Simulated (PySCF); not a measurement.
## Bond curve of MgTe⁺

Set-up: PySCF, scalar-relativistic core potentials, basis sets Mg def2-SVPD, Te def2-SVPD with ECP28. Energies in eV from Mg⁺ + Te in their ground configurations at the same level. State: ²Π (doublet), unpaired electrons π ↑.

All columns are r²SCAN. A positive dipole points towards Te; it is taken about the centre of mass and depends on that origin.

```
R (Å)  E (eV)   μ (D)  Mulliken charge on Mg (basis-dependent)  HOMO (eV)  LUMO (eV)  Mayer bond order  ⟨S²⟩
2.236  -1.008   -9.57                                     0.66     -10.80     -10.23              1.73  0.76
2.340  -1.428   -9.99                                     0.68     -10.60     -10.03              1.67  0.76
2.444  -1.655  -10.38                                     0.71     -10.43      -9.85              1.61  0.76
2.522  -1.733  -10.65                                     0.74     -10.31      -9.73              1.55  0.76
2.600  -1.753  -10.90                                     0.76     -10.20      -9.62              1.50  0.77
2.678  -1.728  -11.13                                     0.79     -10.11      -9.51              1.45  0.77
2.782  -1.645  -11.40                                     0.81      -9.99      -9.39              1.38  0.78
2.912  -1.491  -11.66                                     0.83      -9.88      -9.52              1.27  0.81
3.068  -1.274  -11.85                                     0.85      -9.78      -9.63              1.12  0.89
3.276  -0.989  -12.00                                     0.86      -9.68      -9.62              0.88  1.06
```

A fit through these points gives, at Re = 2.591 Å, μ = -10.87 D and dμ/dR = -3.15 D/Å; the reduced mass is 20.25 u.

Q: How strong is the fundamental in the double-harmonic approximation, I = 42.26·(dμ/dR)²/μred km/mol?

A: I = 42.26·(-3.15)²/20.25 = 20.7 km/mol at r²SCAN.

⟨S²⟩ of the unrestricted solution departs from its pure value on part of the curve, where spin states mix. Spin–orbit coupling is left out, which matters for elements this heavy, above all for dissociation energies. For an ion De counts to the pair picked by the measured ionisation energies or electron affinities, which need not be the lowest pair at this level. The state is the lowest determinant that a PBE0 search found; another state may lie lower at other levels.
